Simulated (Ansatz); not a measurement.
BF₃. The state is a singlet with charge 0. Geometry PBE-D4/def2-TZVP; atoms count from 1.

```xyz
4

B     0.0000    0.0000    0.0000
F     0.9333    0.9261   -0.1699
F    -0.8535    0.0964    1.0098
F    -0.0798   -1.0225   -0.8399
```

(1) Estimate the Mulliken populations from the PBE0/def2-TZVP orbitals of Ansatz.

(2) And the Mayer bond orders between heavy atoms (over 0.3)?

Answers

(1) 
```
atom  charge (e)
  B1        0.67
  F2       -0.22
  F3       -0.22
  F4       -0.22
```
Mulliken values depend strongly on the basis.

(2) B1–F2 1.23 (1.33 Å); B1–F3 1.23 (1.33 Å); B1–F4 1.23 (1.33 Å).
